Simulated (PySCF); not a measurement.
Job file and geometry (Å, from GFN2-xTB) of an NMR shielding run on `C#C[C@H]1CBCCC1`, C$_{7}$H$_{11}$B, PySCF 2.14.0, density-fitted response routines, GIAO PBE0/pcSseg-1 NMR shielding, non-relativistic, gas phase; density fitting, a coarse starting grid and PySCF grid level 2 are the driver's defaults:

```
$ OMP_NUM_THREADS=1 python probes_run.py task.json out

{"job": {"kind": "nmr", "xc": "PBE0", "basis": "pcSseg-1"}, "charge": 0, "multiplicity": 1}
C      3.458796    -0.196492     0.411139
C      2.266641    -0.158277     0.510776
C      0.819523    -0.089247     0.599690
C      0.332295     1.335847     0.280789
B     -1.199102     1.455457    -0.046606
C     -1.989514     0.178273    -0.509338
C     -1.334991    -1.157797    -0.140540
C      0.176495    -1.114303    -0.343701
H      4.504245    -0.236374     0.334921
H      0.530904    -0.339642     1.628539
H      0.854833     1.681248    -0.620765
H      0.658673     2.014770     1.072408
H     -1.720272     2.505896    -0.045241
H     -3.031104     0.177103    -0.178597
H     -2.040267     0.251254    -1.603370
H     -1.544096    -1.382935     0.908615
H     -1.762372    -1.967059    -0.738502
H      0.604635    -2.100894    -0.149544
H      0.404874    -0.847577    -1.378133
```

Question: Write the output of this run.

Answer: 
```
coarse grid: 15512 points
cycle   1  E = -297.6202552216  dE =  9.659e-01  |g| = 4.851e-01  |ddm| = 3.992e+00
cycle   2  E = -297.6228819910  dE = -2.627e-03  |g| = 4.863e-01  |ddm| = 1.079e+00
cycle   3  E = -297.6839334588  dE = -6.105e-02  |g| = 5.977e-02  |ddm| = 5.143e-01
cycle   4  E = -297.6846231951  dE = -6.897e-04  |g| = 2.678e-02  |ddm| = 8.831e-02
cycle   5  E = -297.6847518201  dE = -1.286e-04  |g| = 1.504e-02  |ddm| = 3.204e-02
cycle   6  E = -297.6848054201  dE = -5.360e-05  |g| = 3.474e-03  |ddm| = 1.257e-02
cycle   7  E = -297.6848083585  dE = -2.938e-06  |g| = 4.662e-04  |ddm| = 3.425e-03
final grid: 148760 points
cycle   8  E = -297.7334543125  dE = -4.946e-05  |g| = 8.353e-03  |ddm| = 4.708e-02
cycle   9  E = -297.7334445249  dE =  9.788e-06  |g| = 1.048e-02  |ddm| = 1.794e-02
cycle  10  E = -297.7334721003  dE = -2.758e-05  |g| = 2.003e-03  |ddm| = 1.041e-02
cycle  11  E = -297.7334730307  dE = -9.304e-07  |g| = 5.357e-04  |ddm| = 1.754e-03
cycle  12  E = -297.7334730981  dE = -6.739e-08  |g| = 1.060e-04  |ddm| = 5.291e-04
cycle  13  E = -297.7334731008  dE = -2.748e-09  |g| = 2.429e-05  |ddm| = 1.400e-04
cycle  14  E = -297.7334731010  dE = -1.452e-10  |g| = 4.363e-06  |ddm| = 3.155e-05
converged SCF energy = -297.7334731010

GIAO shielding tensors (ppm)
atom      isotropic    diamagn.    paramagn.     s11        s22        s33       span
  0 C      112.422     258.599    -146.176     43.252     49.104    244.911    201.659
  1 C       90.831     257.067    -166.236    -19.696     -6.863    299.052    318.748
  2 C      157.654     246.055     -88.401    145.207    157.968    169.789     24.582
  3 C      148.038     249.356    -101.318    121.414    154.309    168.391     46.977
  4 B       11.575     187.105    -175.530    -70.577    -19.335    124.637    195.214
  5 C      156.857     250.348     -93.492    132.675    154.770    183.125     50.450
  6 C      159.507     246.027     -86.520    150.819    156.770    170.933     20.114
  7 C      148.643     247.390     -98.747    141.501    145.667    158.761     17.261
  8 H       30.167      34.455      -4.288     25.027     25.167     40.306     15.279
  9 H       29.411      29.546      -0.136     25.475     28.790     33.966      8.491
 10 H       30.550      29.649       0.901     27.072     29.184     35.394      8.321
 11 H       29.192      29.046       0.146     24.771     27.859     34.946     10.175
 12 H       23.703      28.467      -4.764     18.609     26.048     26.454      7.845
 13 H       29.631      28.302       1.329     24.646     28.195     36.053     11.408
 14 H       30.774      29.119       1.655     26.083     29.217     37.022     10.940
 15 H       30.322      30.391      -0.069     26.072     29.265     35.627      9.555
 16 H       29.716      29.416       0.300     24.293     28.372     36.483     12.189
 17 H       29.555      30.461      -0.906     24.547     29.483     34.635     10.088
 18 H       30.345      31.457      -1.112     26.619     30.214     34.202      7.583
```

Size and cost of the density-fitted run: 191 basis functions, 64 s wall time on 1 thread of an Intel Xeon Platinum 8259CL, shared host; peak memory 0.99 GiB.
